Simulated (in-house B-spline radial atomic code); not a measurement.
A run on Nb3+ (an excited or competing configuration) that did not converge. Method: scalar-relativistic (X2C) wB97X, spin-polarised, spherical fractional occupations, Fermi nucleus of rms radius 4.324 fm; computed with a B-spline radial code for spherical atoms.

Command:
```bash
python run_scf.py task.json out
```
Settings (nuclear radius in fm, mass in u):
```
Z                41
configuration    [Ar] 3d9 4s2 4p6 4d3
hamiltonian      x2c
method           wb97x
spin_polarised   True
nucleus          fermi
rms_radius       4.324
atomic_mass      92.90637
speed_of_light   137.035999084
```

First and last ten iterations of the last attempt (damped for 15 steps, keeping 80 % of the old Fock matrix, then DIIS):
```
 iter        energy (Eh)    residual
    1       -3802.273902    4.47e-01
    2       -3807.498083    2.91e-01
    3       -3808.682536    1.90e-01
    4       -3809.263241    1.23e-01
    5       -3809.545176    8.60e-02
    6       -3809.681289    6.17e-02
    7       -3809.746885    4.45e-02
    8       -3809.778554    3.21e-02
    9       -3809.793924    2.33e-02
   10       -3809.801447    1.70e-02
  111       -3809.809113    1.36e-06
  112       -3809.809113    2.49e-06
  113       -3809.809113    2.48e-06
  114       -3809.809113    2.63e-06
  115       -3809.809113    2.29e-06
  116       -3809.809113    1.04e-06
  117       -3809.809113    1.45e-06
  118       -3809.809113    1.54e-06
  119       -3809.809113    1.63e-06
  120       -3809.809113    6.53e-07
 not converged after 120 iterations
```

The smallest residual met was 6.5e-07; the threshold is about 4e-07. Over the last five steps the energy moves by less than 1e-08 hartree, but the orbitals didn't meet the threshold. Cost of the run: 15 s on 1 thread of Arm Neoverse V1 (shared host).
